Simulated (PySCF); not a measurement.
**`InChI=1S/C10H8/c1-2-8-4-3-5-9-6-7-10(8)9/h1,3-5H,6-7H2`**

Geometry:
| atom | x (Å) | y (Å) | z (Å) |
| --- | --- | --- | --- |
| C1 | 3.585 | -0.208 | 0.342 |
| C2 | 2.434 | 0.107 | 0.212 |
| C3 | 1.076 | 0.468 | 0.057 |
| C4 | 0.685 | 1.809 | -0.100 |
| C5 | -0.640 | 2.173 | -0.254 |
| C6 | -1.675 | 1.234 | -0.262 |
| C7 | -1.288 | -0.074 | -0.108 |
| C8 | 0.043 | -0.451 | 0.047 |
| C9 | -0.291 | -1.915 | 0.145 |
| C10 | -1.780 | -1.497 | -0.027 |
| H11 | 4.592 | -0.483 | 0.456 |
| H12 | 1.450 | 2.573 | -0.102 |
| H13 | -0.880 | 3.220 | -0.374 |
| H14 | -2.704 | 1.540 | -0.382 |
| H15 | -0.051 | -2.377 | 1.102 |
| H16 | 0.110 | -2.531 | -0.658 |
| H17 | -2.418 | -1.714 | 0.828 |
| H18 | -2.256 | -1.868 | -0.933 |

Computed, not measured: GIAO B3LYP/pcSseg-1 magnetisability, rotational g tensor and spin-rotation constants, non-relativistic, gas phase in PySCF. Geometry: GFN2-xTB.

Task: What are the magnetisability and the molar susceptibility?

Result: Isotropic -1448 × 10⁻³⁰ J/T², or -87.2 × 10⁻⁶ cm³/mol; principal values -2025, -1171, -1147 × 10⁻³⁰ J/T², anisotropy 867 × 10⁻³⁰ J/T² (root of half the summed squared differences of the principal values). The susceptibility is in cgs units.

Task: Split it along the inertial axes a, b, c into diamagnetic and paramagnetic parts about the centre of mass, with the quadrupole moment.

Result: 
| axis | χ (10⁻⁶ cm³/mol) | diamagnetic (10⁻⁶ cm³/mol) | paramagnetic (10⁻⁶ cm³/mol) | summed x² of all electrons (Å²) | quadrupole Θ (D Å) |
| --- | --- | --- | --- | --- | --- |
| a | -70.3 | -680.0 | 609.7 | 224.8 | +5.88 |
| b | -69.2 | -1021.8 | 952.6 | 144.2 | +2.92 |
| c | -122.0 | -1565.8 | 1443.9 | 16.0 | -8.80 |

Anisotropies 2χaa − χbb − χcc = +50.5 and 2χbb − χaa − χcc = +53.8 × 10⁻⁶ cm³/mol. Θ is traceless in Buckingham's convention.

Task: And the rotational g tensor?

Result: 
| axis | rotational constant (GHz) | g | nuclear part | electronic part |
| --- | --- | --- | --- | --- |
| a | 2.1886 | -0.0329 | 0.5939 | -0.6268 |
| b | 1.3042 | -0.0192 | 0.5644 | -0.5837 |
| c | 0.8257 | +0.0109 | 0.5710 | -0.5601 |

Asymmetric top; isotopes 12C, 1H; no vibrational averaging.
